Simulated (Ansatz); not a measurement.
`[CH3][GeH]([Cl])[CH]=O` + CH₃SH → `C[S][GeH]([CH3])[Cl]` + `C=O`  (ligand exchange at a Ge–C bond)

Gas-phase electronic energies from Ansatz, PBE0-D4/def2-TZVP geometries. CBS: MP2 limit from def2 TZ/QZ plus the TZ coupled-cluster correction, frozen cores. This one scheme is used for every species. For Ge outer-core shells are correlated without core-valence functions, which leaves a few kJ/mol of doubt a bond. Scalar relativity is left out up to krypton. Each species was taken in one conformer, which may not be the lowest.

```
                 species  MP2/def2-QZVPP energy (Eh)
`[CH3][GeH]([Cl])[CH]=O`                 -2689.87310
                   CH₃SH                  -438.15657
  `C[S][GeH]([CH3])[Cl]`                 -3013.71257
                   `C=O`                  -114.34498
```

(1) Work out ΔE.

Largest T1 diagnostic among the species: 0.015.

Answers

(1) ΔE = (-3013.71257) + (-114.34498) − (-2689.87310) − (-438.15657) = -0.02788 Eh = -73.2 kJ/mol. CCSD(T)/CBS gives -67.3 kJ/mol.

From PBE to PBE0 (25 % exact exchange), in def2-TZVPP and without D4, ΔE moves by −5.4 kJ/mol. The D4 term adds −7.1 kJ/mol with B3LYP and −4.0 kJ/mol with PBE0; it sums over pairs of atoms, weighted by their polarisabilities, and B3LYP, whose exchange is more repulsive, gets the larger term.

B3LYP here is the variant with VWN-RPA as its local correlation; programs differ in this.
